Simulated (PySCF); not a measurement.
Computed with core-valence-separated Tamm–Dancoff BHandHLYP/aug-pcX-1 (pcseg-1 on H, def2-SVPD on S) in PySCF, non-relativistic, gas phase, PBE0-D3(BJ)/def2-SVP geometry. BHandHLYP without relativity tends to put these K edges a few eV too low, so spacings mean more than positions.

Main lines of an unknown, eV (oscillator strength): C K: 282.5 (0.060), 282.7 (0.062), 283.8 (0.084), 285.8 (0.009), 285.9 (0.010); O K: 532.0 (0.021), 534.6 (0.020), 535.4 (0.005), 536.1 (0.005), 536.4 (0.004). Listed: the first five lines at most of each edge with a tenth or more of its strongest line's intensity; roots within 0.03 eV on the same or equivalent atoms are summed. Only the lowest roots were sought, and the top ones are left out.

Question: Which candidate gives them?
A. `C=CCOC(C)=S`
B. `CC(=S)C1COC1`
C. `O=C1CCSCC1`

Answer: A. 

- `C=CCOC(C)=S`: C K: 282.5 (0.060), 282.7 (0.062), 283.8 (0.084), 285.8 (0.009), 285.9 (0.010); O K: 532.0 (0.021), 534.6 (0.020), 535.4 (0.005), 536.1 (0.005), 536.4 (0.004). First C line listed at 282.5 eV, hole on the terminal =CH2 carbon (1s→π*); first O line listed at 532.0 eV, hole on the oxygen bonded to 2 C.
- `CC(=S)C1COC1`: C K: 282.0 (0.077), 285.8 (0.022), 285.8 (0.010), 286.0 (0.016), 286.3 (0.021); O K: 533.1 (0.012), 533.8 (0.034), 534.0 (0.006), 535.0 (0.014), 535.2 (0.006). First C line listed at 282.0 eV, hole on the thiocarbonyl carbon (1s→π*); first O line listed at 533.1 eV, hole on the cyclic ether oxygen.
- `O=C1CCSCC1`: C K: 283.3 (0.080), 285.8 (0.103), 286.1 (0.034), 286.5 (0.056), 287.0 (0.015); O K: 528.5 (0.052). First C line listed at 283.3 eV, hole on the ketone carbonyl carbon (1s→π*); first O line listed at 528.5 eV, hole on the ketone oxygen (1s→π*).

One conformer each; other structures than these candidates weren't tested.

Shape of the structure used: `[CH2:1]=[CH:2][CH2:3][O:4][C:5]([CH3:6])=[S:7]`: C1–C2–C3–O4 130°, C2–C3–O4–C5 177°, C3–O4–C5–C6 -179°.
